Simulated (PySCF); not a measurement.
Species: C6H8ClNO (charge +1 and doublet state).
Z-matrix (Å and degrees, GFN2-xTB geometry), rows numbered from 1:
```
C 
C   1  1.3532
N   2  1.3233  1  124.52
C   3  1.2570  2  142.97  1    61.62
C   4  1.4523  3  122.36  2  -165.65
C   5  1.3694  4  120.33  3     9.99
Cl  6  1.6761  5  123.07  4     3.32
O   5  1.3324  4  122.15  3  -172.01
C   8  1.4173  5  120.70  4    19.44
H   1  1.0774  2  121.62  3    -3.35
H   1  1.0752  2  120.62  3   174.91
H   2  1.0852  1  120.99  3  -171.31
H   4  1.0937  3  121.30  2    15.94
H   6  1.0819  5  119.82  4  -175.25
H   9  1.0890  8  105.29  5   170.70
H   9  1.0921  8  111.99  5    51.62
H   9  1.0953  8  111.18  5   -72.03
```

The hyperfine couplings belong to this conformer and change with its torsions.

The species is `[CH2+][CH]/N=C/C(=C\Cl)OC` [radical] (charge +1).

Computed, not measured: PySCF, UKS B3LYP, pcH-1 on C Cl H N O, non-relativistic, mean-field spin-orbit, GIAO. Isolated species at its GFN2-xTB geometry (one conformer only). Couplings are sensitive to structure, and on GFN2-xTB geometries they can be far from those on DFT ones, by a factor of two or more for some ions and for spin on atoms past the first row. The frame is twisted about the C2–N3 bond at this geometry (dihedral C1–C2–N3–C4 = 62°); couplings at other torsion angles weren't computed. The SCF solution wasn't tested for stability.

(1) The isotropic 13C couplings are +37.3, -24.8, -8.0, +5.1, +1.8, -1.5 MHz. Assign them to C1; C2; C4; C5; C6; C9.

## Answers

(1) 
```csv
site,a_iso (MHz),ρ(0) (bohr⁻³),position,distance from C1 (Å),spin population,largest |T| (MHz)
C1,+37.3,+0.0333,largest spin population,0.00,+0.51,77.8
C2,-24.8,-0.0221,1 bond from N3,1.35,-0.10,16.0
C4,-8.0,-0.0072,1 bond from N3,3.25,-0.07,11.3
C5,+1.8,+0.0018,2 bonds from N3,4.49,+0.03,11.4
C6,+5.1,+0.0043,3 bonds from N3,4.86,+0.10,18.9
C9,-1.5,-0.0014,4 bonds from N3,5.95,0.00,0.8
```

ρ(0) is the spin density at the nucleus and T the dipolar tensor; a_iso includes a spin–orbit part; entries for several nuclei are means. The largest Mulliken spin populations are on C1 (+0.51), N3 (+0.37), Cl7 (+0.11) and C6 (+0.10). The angles at C1 add up to 360.0°, so it is planar. Main spin sites, with 60 % or more of the largest population: C1, N3; positions count bonds from the nearest.

The spin density at the nucleus, in bohr⁻³, is negative for C2 (-0.0221), C4 (-0.0072) and H11 (-0.0072), for instance. A restricted open-shell determinant has no negative spin density anywhere; here it arises because α and β orbitals differ (spin polarisation).

Means are taken over nuclei equivalent by connectivity, which assumes that they swap fast. H10 and H11 aren't averaged: C1 is flat or nearly so (angle sum 360°), and its turn about the short C1–C2 bond (1.35 Å) is taken as slow. The three 1H nuclei of mean +7.8 MHz run from 2.6 to 17.0 MHz in the frozen geometry.

C2, the radical centre as drawn in `[CH2+][CH]/N=C/C(=C\Cl)OC`, holds a spin population of -0.10 out of 1.
